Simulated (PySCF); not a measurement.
Job file and geometry (Å, from GFN2-xTB) of an NMR shielding run on `C#CC1=C[C@@H](C)[Si@H](O)C1`, C₇H₁₀OSi, GIAO PBE0/pcSseg-1 NMR shielding, non-relativistic, gas phase (PySCF 2.14.0, density-fitted response routines); density fitting, a coarse starting grid and PySCF grid level 2 are the driver's defaults:

```
$ OMP_NUM_THREADS=1 python probes_run.py task.json out

{"job": {"kind": "nmr", "xc": "PBE0", "basis": "pcSseg-1"}, "charge": 0, "multiplicity": 1}
C      2.669625     2.510333     1.234541
C      1.862238     1.719764     0.826280
C      0.917156     0.813861     0.297793
C      0.449463    -0.237907     0.971567
C     -0.557967    -1.136379     0.317771
C     -1.851612    -1.164706     1.135061
Si    -0.750770    -0.419408    -1.450521
O     -0.285111    -1.418249    -2.652459
C      0.420154     1.048051    -1.107590
H      3.372955     3.192555     1.609220
H      0.759508    -0.451152     1.985137
H     -0.158622    -2.158609     0.307074
H     -2.581670    -1.819824     0.665149
H     -1.664296    -1.523634     2.146602
H     -2.277820    -0.166163     1.201464
H     -2.102302    -0.084949    -1.869633
H      0.580445    -1.818951    -2.672331
H     -0.076466     2.017964    -1.155746
H      1.265290     1.106655    -1.796841
```

Problem. Write the output of this run.

Solution. 
```
coarse grid: 16512 points
cycle   1  E = -636.6653423522  dE =  1.318e+00  |g| = 8.039e-01  |ddm| = 4.258e+00
cycle   2  E = -636.5714844887  dE =  9.386e-02  |g| = 1.088e+00  |ddm| = 1.801e+00
cycle   3  E = -636.7922096550  dE = -2.207e-01  |g| = 1.370e-01  |ddm| = 1.214e+00
cycle   4  E = -636.7959421261  dE = -3.732e-03  |g| = 3.565e-02  |ddm| = 1.766e-01
cycle   5  E = -636.7962302093  dE = -2.881e-04  |g| = 1.071e-02  |ddm| = 5.410e-02
cycle   6  E = -636.7962544570  dE = -2.425e-05  |g| = 3.972e-03  |ddm| = 1.448e-02
cycle   7  E = -636.7962575679  dE = -3.111e-06  |g| = 2.003e-03  |ddm| = 4.233e-03
final grid: 155312 points
cycle   8  E = -636.8617322101  dE = -3.575e-05  |g| = 9.933e-03  |ddm| = 5.739e-02
cycle   9  E = -636.8617073638  dE =  2.485e-05  |g| = 1.473e-02  |ddm| = 2.370e-02
cycle  10  E = -636.8617534925  dE = -4.613e-05  |g| = 2.310e-03  |ddm| = 1.463e-02
cycle  11  E = -636.8617547681  dE = -1.276e-06  |g| = 6.153e-04  |ddm| = 2.446e-03
cycle  12  E = -636.8617548511  dE = -8.299e-08  |g| = 1.826e-04  |ddm| = 7.109e-04
cycle  13  E = -636.8617548577  dE = -6.612e-09  |g| = 4.956e-05  |ddm| = 1.734e-04
cycle  14  E = -636.8617548582  dE = -4.727e-10  |g| = 1.943e-05  |ddm| = 5.794e-05
converged SCF energy = -636.8617548582

GIAO shielding tensors (ppm)
atom      isotropic    diamagn.    paramagn.     s11        s22        s33       span
  0 C       99.500     259.851    -160.351     43.692     50.593    204.215    160.523
  1 C       98.955     246.106    -147.151     -7.364      1.713    302.518    309.882
  2 C       59.035     265.886    -206.851    -41.882     79.152    139.834    181.717
  3 C       30.504     255.275    -224.771    -83.000     45.782    128.728    211.728
  4 C      153.217     254.485    -101.268    142.133    150.132    167.386     25.252
  5 C      168.937     244.852     -75.915    157.293    164.597    184.921     27.628
  6 Si     330.235     878.044    -547.809    306.327    326.333    358.044     51.717
  7 O      302.680     385.332     -82.652    279.366    307.100    321.574     42.208
  8 C      159.417     253.338     -93.920    142.489    154.383    181.380     38.891
  9 H       29.033      34.345      -5.311     24.961     25.217     36.921     11.960
 10 H       25.251      33.888      -8.637     22.870     24.589     28.295      5.425
 11 H       29.861      32.240      -2.380     26.122     28.240     35.220      9.099
 12 H       30.334      28.286       2.047     25.475     28.133     37.394     11.919
 13 H       30.318      28.927       1.391     25.696     28.128     37.130     11.433
 14 H       31.046      29.710       1.335     26.908     29.868     36.360      9.452
 15 H       26.729      28.652      -1.922     23.504     25.254     31.430      7.926
 16 H       30.473      31.302      -0.829     22.541     25.855     43.024     20.483
 17 H       29.895      30.157      -0.261     26.086     28.360     35.240      9.153
 18 H       30.191      30.372      -0.181     26.222     28.873     35.477      9.256
```

Problem. Turn these shieldings into chemical shifts. Shifts are taken against calculated references (same method and geometry level): TMS for $^{13}$C (186.93 ppm) and $^{29}$Si (349.16 ppm) and $^{1}$H (31.72 ppm); $^{17}$O (336.08 ppm) vs H2O.

Solution. Averaging equivalent atoms: C 3: 156.4; C 2: 127.9; C 1: 88.0; C 0: 87.4; C 4: 33.7; C 8: 27.5; C 5: 18.0; Si 6: 18.9; O 7: 33.4; H 10: 6.47; H 15: 4.99; H 9: 2.68; H 11: 1.86; H 17: 1.82; H 18: 1.53; H 16: 1.24; H 12/13/14: 1.15 ppm. Experimental scales use liquid or dissolved standards, which lie at an offset from isolated H2O (liquid H2O: subtract about 36 ppm).

Size and cost of the density-fitted run: 210 basis functions, 31 s wall time on 1 thread of an Arm Neoverse V2, shared host.
